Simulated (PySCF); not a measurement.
**Worked example: chemical shift, span and skew from a shielding tensor**

C3H8GeO, SMILES C/C=C/[O][GeH3]. Atoms are numbered in the order given.

```xyz
13

C      3.5294    -0.7138     0.5103
C      2.3707     0.1676     0.1533
C      1.1263    -0.2807    -0.0500
O      0.0994     0.5279    -0.4265
Ge    -1.6181     0.1140    -0.0691
H      3.9915    -0.4112     1.4668
H      3.2230    -1.7679     0.6059
H      4.3281    -0.6668    -0.2513
H      2.5480     1.2427     0.0383
H      0.8906    -1.3527     0.0507
H     -1.8790     0.2959     1.4407
H     -1.8517    -1.3532    -0.4896
H     -2.4244     1.1041    -0.9184
```
Charge 0, spin multiplicity 1.

Coordinates come from a B3LYP-D3(BJ)/def2-SVP optimisation. The structure was generated by enumeration; whether it is a known compound was not checked. Other conformers were not sampled.

GIAO shieldings from PBE/pcSseg-1 run with PySCF, non-relativistic, no solvent. The symmetric part of the tensor of C3 has the principal values -61.9, 71.3, 76.5 ppm. The same nucleus in TMS has σ = 182.0 ppm at this level (PySCF, at its B3LYP-D3(BJ)/def2-TZVP geometry).

Work out the isotropic shielding, the ¹³C shift against TMS, the span and the skew.


σ(iso) = (σ11 + σ22 + σ33)/3 = 28.6 ppm. δ = σ(ref) − σ(iso) = 182.0 − (28.6) = 153.4 ppm.
Span Ω = σ33 − σ11 = 138.4 ppm. Skew κ = 3(σ(iso) − σ22)/Ω = -0.92. Tumbling in solution averages the tensor to δ; in a static solid the shielding alone would spread this spin-1/2 line over Ω.
